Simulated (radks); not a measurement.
Trend from Cu2+ to Au2+: ionisation energy by Delta-SCF between NIST ground configurations, and size. All-electron calculation, scalar-relativistic Kohn-Sham, LDA (Slater exchange, Perdew-Wang correlation), spin-polarised, spherical densities, finite nucleus; open shells are filled with parallel spins first (spin-orbit coupling, left out, can overturn this in heavy ions); Fermi nuclear charge, rms radius of each element as measured or else 0.836 A^(1/3) + 0.57 fm. Program: a radial shooting solver on a logarithmic mesh with Libxc functionals.

\begin{tabular}{lrrrrrrrr}
species & configuration & configuration of the ion & IE (eV) & NIST (eV) & kind & outermost & <r> outermost (bohr) & r at 0.001 e/bohr^3 (bohr) \\ \hline
Cu2+ & [Ar] 3d9 & [Ar] 3d8 & 38.516 & 36.84 & exp. & 3d & 0.927 & 2.92 \\
Ag2+ & [Kr] 4d9 & [Kr] 4d8 & 35.880 & 34.8 & semi-emp. & 4d & 1.31 & 3.30 \\
Au2+ & [Xe] 4f14 5d9 & [Xe] 4f14 5d8 & 33.680 & 30 & theory & 5d & 1.50 & 3.50 \\
\end{tabular}

Reference values: NIST Atomic Spectra Database (exp. = measured, semi-emp. = semi-empirical, theory = theoretical value adopted there). Open shells are spherical and high-spin; term and fine-structure splittings are not resolved. Spin-orbit splitting is averaged out at the scalar-relativistic level.
